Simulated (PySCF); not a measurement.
The numbers are results of PySCF 2.14.0 with PBE-D3(BJ)/def2-TZVP // B3LYP-D3(BJ)/def2-TZVP, not measurements. Gas-phase values, no solvent. One relaxed conformer stands for a flexible species; it need not be the lowest. Excitations are Tamm–Dancoff values on a coarser integration grid. The basis has no diffuse functions, so Rydberg states are missing or too high.

Reference species (SMILES): `CB(C)S` (C–B–S–H torsion 2°) (neutral, multiplicity 1).

- T1 excitation (TDA) = 4.80 eV
- brightest of the four lowest singlets (TDA) = 6.35 eV
- S1 excitation (TDA) = 6.21 eV

After one change: the T1 excitation (TDA) rises by 0.77 eV; the brightest of the four lowest singlets (TDA) goes up by 0.95 eV; the S1 excitation (TDA) drops by 0.10 eV.

Question: Name the change that produced these shifts. The new species is one of these.
A. `CB(C)C`
B. `SB(S)S`
C. `CB(S)S` (S–B–S–H torsion -180°, S–B–S–H torsion 180°)

Answer: A, `CB(C)C`
